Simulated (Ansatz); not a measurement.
Cartesian coordinates in Å:
```
C 0.8433 1.3081 0.7127
Zr -0.4056 -0.0200 -0.5713
N 0.4452 -1.8551 -0.4349
O -2.1417 -0.0560 0.2448
F -0.2328 0.6910 -2.3450
H 0.8566 0.9728 1.7548
H 1.8812 1.3386 0.3619
H 0.4575 2.3348 0.6971
H 1.2269 -2.1759 -0.9912
H 0.1396 -2.6144 0.1582
H -3.0701 0.0762 0.4130
```

Charge 0, multiplicity 1. Zr: def2 effective core potential.

Q: List the ωB97M-V/def2-TZVPP orbital energies in eV (Ansatz 0.2.0). (Best estimate.)

A: Computed: Occupied: -676.50, -526.05, -393.88, -280.10, -61.56, -38.74, -38.07, -37.67, -33.44, -29.68, -25.53, -20.95, -16.67, -15.82, -14.42, -14.06, -13.98, -13.17, -12.96, -12.94, -12.15, -12.12, -10.04, -9.57. Lowest empty: 0.68, 1.23, 1.43, 1.53, 1.97, 2.18, 2.38, 2.77.
